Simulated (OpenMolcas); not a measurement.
## Tm3+: effect of the level shift or regulariser

| Item | Value |
| --- | --- |
| Program | OpenMolcas 26.06 |
| Basis | ANO-RCC-VTZP [8s7p5d3f2g1h] |
| Scalar Hamiltonian | DKH2, point nucleus |
| Active space | 12 electrons in 7 orbitals (4f) |
| State averaging | 2S+1 = 3 even, 21 roots; 2S+1 = 1 even, 28 roots (27 in the spin-orbit step) |
| Spin-orbit coupling | state interaction with AMFI integrals over the reference wave functions, term energies averaged over their components |

Methods on the same reference wave functions:
A. CASSCF
B. SS-CASPT2, IPEA 0.25 Eh, imaginary shift 0.1 Eh (closed shells correlated: 5s 5p)
C. SS-CASPT2, IPEA 0.25 Eh, real shift 0.2 Eh (closed shells correlated: 5s 5p)

Energies in cm⁻¹ above 4f¹² ³H₆, the measured ground level; measured values from the list in Tchang-Brillet, Wyart, Meftah and Ait Mammar, Atoms 6, 52 (2018).

| Level | A | B | C | Measured |
| --- | --- | --- | --- | --- |
| 4f¹² ³H₆ | 0.0 | 0.0 | 0.0 | 0.0 |
| 4f¹² ³F₄ [53 %] | 6822 | 5640 | 5640 |  |
| 4f¹² ³H₅ | 8304 | 8330 | 8330 | 8217 |
| 4f¹² ³H₄ [59 %] | 13303 | 12720 | 12720 | 12547 |
| 4f¹² ³F₃ | 16324 | 14510 | 14520 | 14410 |
| 4f¹² ³F₂ | 17694 | 15470 | 15480 | 15090 |
| 4f¹² ¹G₄ [57 %] | 21947 | 21510 | 21510 | 21174 |
| 4f¹² ¹D₂ [50 %] | 34488 | 30120 | 30130 |  |
| 4f¹² ¹I₆ | 41469 | 38320 | 38320 | 35329 |
| 4f¹² ³P₁ | 45729 | 39770 | 39780 |  |
| 4f¹² ³P₂ [65 %] | 46427 | 41070 | 41080 | 38532 |
| 4f¹² ³P₀ | 47069 | 41110 | 41120 |  |

Deviations, from unrounded energies. A percentage is the sum of absolute deviations over the sum of measured energies, with the sign that they share, or ± where signs differ.

| Against measurement | Levels | A | B | C |
| --- | --- | --- | --- | --- |
| mean absolute deviation (cm-1) | 7 | 2900 | 950 | 950 |
| fine structure of the ground term (%) | 2 | +4.1 | +1.3 | +1.4 |
| other terms of the ground configuration (%) | 5 | +15.5 | +5.1 | +5.1 |

B, C lie about equally close to measurement and A furthest from it. The largest miss of B in the table is 4f¹² ¹I₆, by +3000 cm-1. The ranking rests on the paired levels alone, and a cruder setting can come out closer through cancelling errors.

Between B and C the level of the table that moves most is 4f¹² ³P₀, by 10 cm-1 (lowest in B, highest in C). Moves below CASPT2's spread within the term are not significant.

The two smallest mean deviations differ by little beside CASPT2's spread within terms, so their order carries little weight.

From A to B the spin-free energies of the other terms of 4f¹² shown, above ³H, scale by factors of 0.77 to 0.95, as is usual when dynamic correlation screens the repulsion within a d or f shell.

The lowest spin-free term lies below A's lowest term by 1.042 hartree in B, 1.041 hartree in C.

Term energies are means over components that CASPT2 splits; among the terms shown or strongly mixed into the levels shown the widest spread is 1300 cm-1 (4f¹² ¹I, B). Some high roots are left out of the spin-orbit mixing, which shifts the levels that they would mix with. Without dynamic correlation excited terms often stand tens of per cent too high (terms of higher spin than the ground term too low), and those without a measured partner can miss by more than the paired ones (holds for A). The CASPT2 spread within a term exceeds the gap to the next term for 4f¹² ¹I and 4f¹² ³P, so the order of their levels is uncertain (holds for B; C). Measured partners are found by configuration, term and J. A level has none where our copy of the source lacks it or the pairing is in doubt (some pairs that miss far off the trend of their configuration count as doubtful), and it then counts in no deviation. Levels of configurations outside the active space are missing.

A share in square brackets marks a mixed level and gives the weight of the term that names it, the lowest over the columns.
